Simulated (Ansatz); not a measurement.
Program: Ansatz 0.2.0.

C3H3F5 (`FCC(F)C(F)(F)F`) at its PBE0-D4/def2-TZVP geometry, where that method's forces vanish. Charge 0, multiplicity 1.

| atom | x (Å) | y (Å) | z (Å) |
| --- | --- | --- | --- |
| F1 | -0.2022 | -1.6105 | -1.8015 |
| C2 | -0.4198 | -1.0802 | -0.5532 |
| C3 | 0.4374 | 0.1488 | -0.3834 |
| F4 | 1.7525 | -0.2059 | -0.2447 |
| C5 | 0.0328 | 0.9581 | 0.8429 |
| F6 | 0.8516 | 1.9874 | 1.0297 |
| F7 | 0.0440 | 0.2154 | 1.9520 |
| F8 | -1.2068 | 1.4365 | 0.6807 |
| H9 | -0.1541 | -1.8285 | 0.1974 |
| H10 | -1.4777 | -0.8205 | -0.4615 |
| H11 | 0.3424 | 0.7995 | -1.2585 |

(1) For each bond, give half the difference of the two atoms' forces along it (eV/Å; positive pushes the atoms apart) under PBE-D4, r2SCAN-D4, B3LYP-D4, ωB97M-V in def2-TZVPP. (Estimate.)

## Answers

(1) The calculation gave: 
```csv
bond,length (Å),PBE-D4,r2SCAN-D4,B3LYP-D4,ωB97M-V
F1–C2,1.374,0.53,0.35,0.39,0.29
C2–C3,1.508,-0.13,-0.05,0.03,0.04
C2–H9,1.093,0.09,-0.07,-0.15,-0.15
C2–H10,1.093,0.06,-0.07,-0.15,-0.14
C3–F4,1.369,0.58,0.36,0.38,0.25
C3–C5,1.524,-0.30,-0.20,-0.14,-0.13
C3–H11,1.095,0.07,-0.09,-0.19,-0.18
C5–F6,1.328,0.59,0.26,0.26,0.16
C5–F7,1.335,0.59,0.26,0.28,0.16
C5–F8,1.339,0.57,0.26,0.28,0.17
```

B3LYP here is the variant with VWN-RPA as its local correlation; programs differ in this.
